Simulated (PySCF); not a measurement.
# Xe⁺ (xenon, charge +1): BP86 calculation

Configuration: [Kr] 4d10 5s2 5p5, 2P determinant. All numbers are calculated (PySCF 2.14, scalar relativity through the core potential, in def2-TZVP with the def2 core potential (28 electrons) (6s5p3d2f, 50 functions)).

```
Total energy                                                  : -329.0418 hartree
One-electron energy                                           : -562.5032 hartree
Hartree (Coulomb) energy                                      : 257.0035 hartree
Exchange-correlation energy                                   : -23.5421 hartree
⟨S²⟩                                                          : 0.7520
⟨L²⟩                                                          : 2.016
Sum of ⟨r⟩                                                    : 29.53 bohr
Sum of ⟨r²⟩                                                   : 48.73 bohr²
Traceless quadrupole moment −½Σ⟨3z² − r²⟩ along its main axis : 1.93 e·bohr²
Time after the integrals                                      : 0.41 s of wall time on 1 thread of Neoverse-V2 (shared host)
```

```csv
shell,electrons,mean orbital energy (eV),spread (eV),"rms radius, mean of both spins (bohr)"
4s α,1,-206.75,0,0.767
4s β,1,-206.66,0,0.767
4p α,3,-151.01,0.652,0.822
4p β,3,-150.92,0.487,0.822
4d α,5,-69.107,0.705,0.939
4d β,5,-68.970,0.470,0.939
5s α,1,-29.612,0,1.93
5s β,1,-28.853,0,1.93
5p α,3,-17.438,1.235,2.33
5p β,2,-16.696,0,2.33
```

Energies and moments cover only the electrons outside the core potential.
